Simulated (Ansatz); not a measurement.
Geometry optimisation, RKS BHLYP/6-31G* in Ansatz.

Input:

```yaml
crystal:
  periodic: [false, false, false]
  atoms:
    - { symbol: B, position_ang: [-0.75366, 1.02809, -0.76463] }
    - { symbol: C, position_ang: [0.06386, 0.43232, 0.19027] }
    - { symbol: C, position_ang: [0.43911, -0.96635, 0.35312] }
    - { symbol: O, position_ang: [1.1605, -1.39581, 1.2198] }
    - { symbol: H, position_ang: [-1.43079, 1.49941, -1.55894] }
    - { symbol: H, position_ang: [0.52107, 1.04452, 0.96348] }
    - { symbol: H, position_ang: [-0.00011, -1.64218, -0.40311] }
basis:
  gaussian: { orbitals: "6-31G*" }
hamiltonian:
  xc: { name: BHLYP }
relax:
  f_tol: 0.015
  max_steps: 40
```

Run as:

```bash
$ ansatz run input.yaml --threads 1 --pin off --max-ram 2048MiB --backend cpu --events-out ev --progress --plain --runs-dir out
```

**Question.** Where does it end, and by what steps?

**Answer.** The forces met the threshold. After 6 steps the energy has fallen by 0.031 eV; H6 moved furthest, 0.05 Å.

```
step  energy less start (eV)  largest force component (eV/Å)  accepted
   0                  0.0000                           0.691       yes
   1                 -0.0266                           0.224       yes
   2                 -0.0299                           0.114       yes
   3                 -0.0299                           0.117       yes
   4                 -0.0309                           0.055       yes
   5                 -0.0311                           0.033       yes
   6                 -0.0311                           0.006       yes
```

```xyz
7
Properties=species:S:1:pos:R:3
B -0.739 0.999 -0.751
C 0.080 0.446 0.218
C 0.430 -0.966 0.341
O 1.147 -1.414 1.199
H -1.429 1.475 -1.563
H 0.518 1.093 0.969
H -0.008 -1.634 -0.414
```

Time of the run: 14 s on 1 thread of Arm Neoverse V2, on a shared host, peak memory 0.13 GiB.
